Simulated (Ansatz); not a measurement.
Stretching the Pb1–H2 bond in BrHPb (SMILES [Br][PbH]) (multiplicity 1 held, fragments rigid). Energies count from the point at 1.861 Å.
Geometry at that point (charge 0, multiplicity 1):
```xyz
3

Pb    -0.44368    -0.36614     0.53136
H     -1.64098    -0.96492    -0.76103
Br     1.08635     0.88538    -1.22315
```

Restricted levels (R-, RO-) in cc, def2 and unpolarised 6-31G sets keep to the state of the molecule at rest. Unrestricted levels (U-) break spin symmetry where that is lower. Active spaces are followed from a long bond inwards. Curves can end on different states.

Frozen-core correlation. Filled d and f shells under p-block atoms count as core.

Programs: Ansatz (a quantum-chemistry and plane-wave program) with Gaussian orbitals.  In def2 rows elements past Kr take small-core potentials, without spin–orbit coupling.

```json
[
 {"level": "R-B3LYP/def2-TZVPP", "energy at R = 5.954 Å (kcal/mol)": "90.22"},
 {"level": "U-B3LYP/def2-TZVPP", "energy at R = 5.954 Å (kcal/mol)": "60.29"},
 {"level": "U-wB97X-V/def2-TZVPP", "energy at R = 5.954 Å (kcal/mol)": "60.85"},
 {"level": "R-MP2/def2-TZVPP", "energy at R = 5.954 Å (kcal/mol)": "82.99"},
 {"level": "U-SCS-MP2/def2-TZVPP", "energy at R = 5.954 Å (kcal/mol)": "57.39"},
 {"level": "CASSCF(2,2)/def2-TZVPP", "energy at R = 5.954 Å (kcal/mol)": "(withheld)"},
 {"level": "SC-NEVPT2 on CASSCF(2,2)/def2-TZVPP", "energy at R = 5.954 Å (kcal/mol)": "(withheld)"},
 {"level": "FIC-MRCISD on CASSCF(2,2)/def2-TZVPP", "energy at R = 5.954 Å (kcal/mol)": "58.02"},
 {"level": "FIC-MRCISD+Q on CASSCF(2,2)/def2-TZVPP", "energy at R = 5.954 Å (kcal/mol)": "58.98"}
]
```

Question: What belongs in the gaps?

Answer: 
- CASSCF(2,2)/def2-TZVPP, energy at R = 5.954 Å (kcal/mol): 51.34
- SC-NEVPT2 on CASSCF(2,2)/def2-TZVPP, energy at R = 5.954 Å (kcal/mol): 55.74

Doubts at one or more of the structures used: a restricted determinant that unrestricted orbitals would lower (R-B3LYP/def2-TZVPP, R-MP2/def2-TZVPP); a spin-contaminated determinant (U-B3LYP/def2-TZVPP, U-wB97X-V/def2-TZVPP, U-SCS-MP2/def2-TZVPP).
